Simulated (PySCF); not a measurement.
## Bonding in `C=C(O[SiH3])O[C@H](F)CF`

C4H8F2O2Si.
SMILES with atom numbers: `[CH2:1]=[C:2]([O:3][SiH3:4])[O:5][C@H:6]([F:7])[CH2:8][F:9]` (hydrogens: H10, H11 on C1; H12, H13, H14 on Si4; H15 on C6; H16, H17 on C8)

Geometry (GFN2-xTB, Å), atoms numbered from 1 in this order:
```
atom  x, y, z in Å
C1     0.636    0.794   -1.311
C2     0.591    0.171   -0.144
O3     1.630   -0.316    0.527
Si4    3.247   -0.191    0.344
O5    -0.552   -0.092    0.589
C6    -1.777    0.065    0.000
F7    -2.080    1.411   -0.118
C8    -2.848   -0.581    0.881
F9    -3.012   -1.888    0.521
H10    1.579    0.938   -1.799
H11   -0.235    1.196   -1.789
H12    3.661   -0.758   -0.941
H13    3.653    1.214    0.400
H14    3.661   -0.981    1.490
H15   -1.815   -0.341   -1.025
H16   -3.805   -0.073    0.735
H17   -2.540   -0.557    1.930
```

Bond orders from the PBE0/pcSseg-1 density (PySCF). Geometry: GFN2-xTB, one conformer, isolated molecule.

Where do the orders between heavy atoms depart from those drawn in the SMILES?

The largest departure is 0.121, at C1–C2 (drawn double, 1.879).

Set the Mayer orders of the bonds between heavy atoms beside their lengths.

| bond | drawn as | length (Å) | Mayer order |
| --- | --- | --- | --- |
| C1–C2 | double | 1.324 | 1.879 |
| C2–O3 | single | 1.329 | 0.991 |
| O3–Si4 | single | 1.632 | 0.884 |
| C2–O5 | single | 1.383 | 0.974 |
| O5–C6 | single | 1.368 | 0.976 |
| C6–F7 | single | 1.385 | 0.892 |
| C6–C8 | single | 1.530 | 0.997 |
| C8–F9 | single | 1.365 | 0.907 |

Bonds between the same two heavy elements. C–C: lowest C6–C8 (0.997, 1.530 Å), highest C1–C2 (1.879, 1.324 Å). C–O: all 3 within 0.02 of one another (0.974 to 0.991). C–F: all 2 within 0.02 of one another (0.892 to 0.907).

And the bonds to hydrogen?

C–H: 0.93 to 0.95 (5 bonds); H–Si: 0.92 to 0.95 (3 bonds).

Sum the orders of all bonds at each heavy atom with more than one neighbour and set the sums beside the valence in the SMILES.

C1 3.736 (drawn 4), C2 3.844 (drawn 4), O3 1.875 (drawn 2), Si4 3.685 (drawn 4), O5 1.950 (drawn 2), C6 3.794 (drawn 4), C8 3.794 (drawn 4). Orders between atoms that aren't bonded are not in these sums.

The Mayer order sums products of elements of PS (density times overlap matrix) between the two atoms' basis functions, so it depends on the basis set.
